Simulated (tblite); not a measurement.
Compound: C₄H₁₃BCl₂Si₂.
Geometry (GFN2-xTB, Å), atoms numbered from 1 in this order:
```
atom  x, y, z in Å
C1    -2.7016   -1.6379   -0.3272
B2    -2.0956   -0.2805    0.2056
C3    -2.8990    1.0652    0.0202
C4    -0.6951   -0.2731    0.8953
Si5    0.6504    0.0278   -0.4295
Si6    2.7300    0.0578    0.6191
Cl7    2.8232    1.2604    2.2602
C8     4.0348    0.7970   -0.5788
Cl9    4.0011   -0.1308   -2.1031
H10   -3.3677   -2.0576    0.4279
H11   -3.3018   -1.5168   -1.2265
H12   -1.9452   -2.3944   -0.5262
H13   -2.3495    1.9512    0.3298
H14   -3.8210    1.0388    0.6008
H15   -3.2066    1.2089   -1.0144
H16   -0.5920    0.5151    1.6419
H17   -0.4560   -1.2182    1.3850
H18    0.6082   -1.0379   -1.4406
H19    0.3862    1.2925   -1.1383
H20    3.3038   -1.2203    1.0578
H21    3.8287    1.8328   -0.8427
H22    5.0545    0.7392   -0.2025
```

All values are computed: GFN2-xTB (tblite) harmonic vibrations without scaling, gas phase. Against measured fundamentals such values can be off by several per cent, at times by over 20. Modes of hydrogen on silicon can be 10 to 20 % off. One conformer, not necessarily the lowest. The optimisation stopped once no atom felt more than 0.01 eV/Å.

Lowest wavenumbers of the output (negative numbers stand for imaginary wavenumbers):
```
mode    cm-1
  1     -44.9
  2      12.8
  3      25.3
  4      32.2
  5      55.4
  6      63.5
  7      72.5
  8      83.3
```

Q: Is this structure a minimum?

A: Not by this Hessian. 1 mode is imaginary beyond 20i (45i cm⁻¹), so at this level the point lies at or near a first-order saddle. The curvature is small, so loose convergence or finite differences may be the whole cause.

Q: Which atoms move in the imaginary mode?

A: 45i: H14 (methyl hydrogen) 34 %, H15 (methyl hydrogen) 33 %, H13 (methyl hydrogen) 16 %. These are shares of the mass-weighted motion.

Q: What is the remedy?

A: Step along that mode in both directions, optimise again with tighter thresholds and repeat the frequencies. The zero-point energy of this point (98.9 kcal/mol) counts the 59 real modes alone, and thermal corrections from it aren't those of a minimum.
